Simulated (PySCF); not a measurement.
Several species in one continuum solvent.

Computed with PySCF at CAM-B3LYP/def2-SVPD, non-relativistic, each on one gas-phase PBE0-D3(BJ)/def2-SVP geometry that isn't relaxed in the solvent. The solvent is an IEF-PCM continuum (van der Waals radii × 1.2). The model holds no explicit solvent molecules, cavitation or dispersion.

Task: Order them by E(solvent) − E(gas) in chloroform (ε = 4.711), most negative first (kJ/mol).
A. 2,3,3-trimethylbutanenitrile, `C[C@H](C#N)C(C)(C)C`
B. `C#CC#CC(F)(F)F`
C. `C[O+]1[AlH2-][O+](C)[AlH-]1[F]`
D. `[CH3:1][C:2]([CH3:3])=[N:4][CH:5]1[CH2:6][CH2:7][CH2:8]1` with C2–N4–C5–C6 -89°, N4–C5–C6–C7 -139°, C5–C6–C7–C8 19°, C6–C7–C8–C5 -19°, N4–C5–C8–C7 139°
E. `[F:1][C:2]([F:3])([Cl:4])[C:5]([F:6])([F:7])[Cl:8]` with F1–C2–C5–F6 179°

Result: C (-29.0), A (-19.9), D (-12.7), B (-8.1), E (-2.7).

```csv
SMILES,charge,ΔE (kJ/mol),polarisation term (kJ/mol),HOMO shift (eV),dipole gas (D),dipole solvent (D),atoms,"lowest singlet, gas (eV)","lowest singlet, solvent (eV)"
C[O+]1[AlH2-][O+](C)[AlH-]1[F],0,-29.0,-31.5,0.00,1.40,1.55,16,6.40,6.63
C[C@H](C#N)C(C)(C)C,0,-19.9,-23.2,+0.07,4.13,5.11,21,7.66,7.71
CC(C)=NC1CCC1,0,-12.7,-14.8,-0.11,2.01,2.69,21,5.04,5.15
C#CC#CC(F)(F)F,0,-8.1,-9.0,+0.12,2.95,3.50,9,4.61,4.62
FC(F)(Cl)C(F)(F)Cl,0,-2.7,-2.8,+0.10,0.76,0.88,8,7.76,7.78
```

The polarisation term is half the interaction of the solute with the induced surface charges. Singlets are vertical TDDFT energies (frozen core, non-equilibrium response), the lowest in each medium.
